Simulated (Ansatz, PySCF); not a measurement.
This PySCF input computes a PBE0/def2-TZVPD energy:

```python
from pyscf import gto, scf, dft

mol = gto.M(
    atom='''
    O    -0.00000000   -0.00000000   -1.58507744
    Te    0.00000000    0.00000000    0.24385807
    ''',
    basis='def2-tzvpd',
    ecp='def2-tzvp',
    charge=0,
    spin=2,
    symmetry='C2v',
    verbose=4,
)

mf = dft.UKS(mol, xc='pbe0').density_fit(auxbasis='def2-universal-jkfit')
mf.grids.level = 3
mf.conv_tol = 1e-9
mf.max_cycle = 100
mf.max_memory = 1500
mf.kernel()
if not mf.converged:
    mf = mf.newton()
    mf.kernel(mf.make_rdm1())
mf.analyze()
```

Question: Write an input for the same energy in Ansatz (an electronic-structure program) and say what it gives.

Answer: 
Ansatz 0.2 input:
```yaml
crystal:
  periodic: [false, false, false]
  atoms:
    - {symbol: O, position_ang: [-0.00000000, -0.00000000, -1.58507744]}
    - {symbol: Te, position_ang: [0.00000000, 0.00000000, 0.24385807]}
basis:
  gaussian:
    orbitals: def2-TZVPD
hamiltonian:
  xc: {name: PBE0}
magnetization: {spin_polarized: true, initial_magnetization: 2}
output: {forces: true}
```
It gives -343.16245 Eh, and PySCF -343.16248 Eh, a difference of 0.03 mEh, from the treatment of integrals and grids.
